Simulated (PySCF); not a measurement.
Molfile (atoms numbered from 1):
```
H10OSi4
     RDKit          3D

 15 14  0  0  0  0  0  0  0  0999 V2000
   -3.2136   -0.4200    0.1304 Si  0  0  0  0  0  4  0  0  0  0  0  0
   -1.9742    0.4755   -0.3882 O   0  0  0  0  0  0  0  0  0  0  0  0
   -0.5067    0.9803   -0.8693 Si  0  0  0  0  0  4  0  0  0  0  0  0
    1.0603   -0.6274   -0.3222 Si  0  0  0  0  0  4  0  0  0  0  0  0
    3.2277    0.1311   -0.0343 Si  0  0  0  0  0  4  0  0  0  0  0  0
   -3.1518   -0.4210    1.5913 H   0  0  0  0  0  0  0  0  0  0  0  0
   -3.0453   -1.7661   -0.4157 H   0  0  0  0  0  0  0  0  0  0  0  0
   -4.4129    0.2383   -0.3802 H   0  0  0  0  0  0  0  0  0  0  0  0
   -0.3413    2.2665   -0.1819 H   0  0  0  0  0  0  0  0  0  0  0  0
   -0.6656    1.2429   -2.3039 H   0  0  0  0  0  0  0  0  0  0  0  0
    1.0771   -1.6963   -1.3424 H   0  0  0  0  0  0  0  0  0  0  0  0
    0.6541   -1.3658    0.8913 H   0  0  0  0  0  0  0  0  0  0  0  0
    4.0127   -0.6735    0.9041 H   0  0  0  0  0  0  0  0  0  0  0  0
    3.9958    0.1382   -1.2824 H   0  0  0  0  0  0  0  0  0  0  0  0
    3.2793    1.5054    0.4759 H   0  0  0  0  0  0  0  0  0  0  0  0
  1  2  1  0
  2  3  1  0
  3  4  1  0
  4  5  1  0
  1  6  1  0
  1  7  1  0
  1  8  1  0
  3  9  1  0
  3 10  1  0
  4 11  1  0
  4 12  1  0
  5 13  1  0
  5 14  1  0
  5 15  1  0
M  END
```

Geometry: GFN2-xTB; GIAO shifts from PySCF 2.14, gas phase, non-relativistic, averaged over equivalent atoms.

At KT3/pcSseg-1 (163 basis functions, 34 s wall time on 1 thread of an Arm Neoverse N1, shared host):
```json
{"atoms": "Si3", "δ (ppm)": "-29.1"}
{"atoms": "Si1", "δ (ppm)": "-48.5"}
{"atoms": "Si5", "δ (ppm)": "-119.6"}
{"atoms": "Si4", "δ (ppm)": "-129.2"}
{"atoms": "O2", "δ (ppm)": "-6.0"}
{"atoms": "H9/H10", "δ (ppm)": "5.64"}
{"atoms": "H6/H7/H8", "δ (ppm)": "5.01"}
{"atoms": "H11/H12", "δ (ppm)": "3.43"}
{"atoms": "H13/H14/H15", "δ (ppm)": "3.28"}
```

Chemical shifts δ = σref − σ; TMS for ²⁹Si (361.67 ppm), ¹H (31.76 ppm); H2O for ¹⁷O (330.79 ppm), all at this level.

Problem. What do these become at PBE/6-31++G**?

Solution. 
```tsv
atoms	δ at PBE/6-31++G**	change
Si3	-8.1	+21.0
Si1	-21.1	+27.4
Si5	-100.5	+19.1
Si4	-115.3	+13.9
O2	5.1	+11.1
H9/H10	6.02	+0.38
H6/H7/H8	5.40	+0.39
H11/H12	3.73	+0.30
H13/H14/H15	3.50	+0.22
```

Chemical shifts δ = σref − σ; ²⁹Si (394.18 ppm), ¹H (31.77 ppm) vs TMS; H2O for ¹⁷O (337.03 ppm), all at this level.

The largest change is at Si1 (silicon bonded to O, 3 H). Cost: 166 basis functions, of the order of 80 core-seconds.

Experimental scales use liquid or dissolved standards, which lie at an offset from isolated H2O (liquid H2O: subtract about 36 ppm).
